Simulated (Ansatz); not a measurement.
Basis-set extrapolation for C₂H₅FSi, SMILES `CC[Si]F` (PBE0-D4/def2-TZVP geometry, frozen core, Ansatz 0.2.0). Multiplicity 1, RHF reference.

```json
{"": "HF", "def2-TZVPP": "-467.121033", "def2-QZVPP": "-467.138632"}
{"": "MP2 correlation", "def2-TZVPP": "-0.702577", "def2-QZVPP": "-0.757136"}
{"": "CCSD(T) correlation", "def2-TZVPP": "-0.766388", "def2-QZVPP": "not run"}
```

Energies in hartree. Use E(X) = E(∞) + A·exp(−7.88·√X) for Hartree–Fock and E(X) = E(∞) + B·X^(−2.97) for correlation, with X = 3 and 4, and add CCSD(T) minus MP2 of the smaller set to the MP2 limit.

Question: What is the CCSD(T) energy at the basis-set limit?

Answer: HF limit: -467.138632 + (-0.017599) × 0.13774 = -467.14106. MP2 limit: -0.757136 + (-0.054559) × 0.74074 = -0.79755. Higher-order term: -0.766388 − (-0.702577) = -0.06381. Total: -468.00242 hartree, 301.9 kJ/mol below CCSD(T)/def2-TZVPP.
